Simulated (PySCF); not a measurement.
Cl2O2W, charge +1, doublet, at a GFN2-xTB geometry (such geometries of metal compounds can be far from the true shape) (the multiplicity is a formal guess) (core potentials on W).

Here is a job for PySCF.
```python
from pyscf import gto, scf, dft

mol = gto.Mole()
mol.atom = '''
    W     0.202142   -0.040160    0.066434
    O     1.459111   -0.600861   -0.924353
    O     0.762623    0.159460    1.654523
    Cl   -0.516689    1.834262   -0.680333
    Cl   -1.408745   -1.451729    0.047542
'''
mol.basis = 'def2-tzvp'
mol.ecp = {'W': 'def2-tzvp'}
mol.charge = 1
mol.spin = 1
mol.verbose = 4
mol.build()

mf = dft.UKS(mol)
mf.xc = 'tpss'
mf = mf.density_fit(auxbasis='def2-universal-jkfit')
mf.kernel()
mf.analyze()
```

Problem. What does this run give for the nuclear repulsion energy, number of basis functions, HOMO energy, total energy, <S^2>?

Solution. 
```json
{
  "nuclear_repulsion_energy": "335.1355 Eh",
  "number_of_basis_functions": "176",
  "HOMO energy": "-14.61 eV",
  "total_energy": "-1137.9341 Eh",
  "<S^2>": "0.768"
}
```

These values belong to the state on which the SCF converged, which isn't shown to be the lowest.

Problem. Roughly what does it cost on one core?

Solution. very roughly 70 core-seconds.
